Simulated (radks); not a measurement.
Results of a calculation; reference values are marked as such.
The terbium ion Tb3+, 62 electrons, occupied as [Xe] 4f7 6p1 (not the ground configuration). Level of theory: scalar-relativistic Kohn-Sham, SCAN, spin-polarised, spherical densities, finite nucleus; open shells are filled with parallel spins first (spin-orbit coupling, left out, can overturn this in heavy ions); meta-GGA in the generalised Kohn-Sham scheme; Fermi nuclear charge, rms radius 5.06 fm (a radial shooting solver on a logarithmic mesh with Libxc functionals).

Normalised radial functions P(r) = r R(r), r in bohr:

r         5s down
0.002235   0.0838
0.003005   0.1027
0.004072   0.1236
0.005519   0.1439
0.00748    0.1594
0.01014    0.1635
0.01374    0.1467
0.01862    0.0984
0.02524    0.0118
0.03393   -0.1023
0.04598   -0.2162
0.06232   -0.2593
0.08446   -0.1571
0.1145     0.0953
0.1551     0.3423
0.2102     0.3142
0.2849    -0.0902
0.3831    -0.5104
0.5192    -0.4241
0.7036     0.2426
0.9536     0.9048
1.292      1.0147
1.752      0.6505
2.374      0.2447
3.217      0.0488
4.325      0.0046
5.862      0.0001
7.945      0.0000
10.77      0.0000

5s down: eigenvalue -84.127 eV, 4 radial nodes at r = 0.0261, 0.103, 0.270, 0.640 bohr, <r> = 1.29 bohr, 90 % of the charge inside 1.85 bohr.

Empty levels of this run are not shown, since the potential may be unsettled where no density lies.
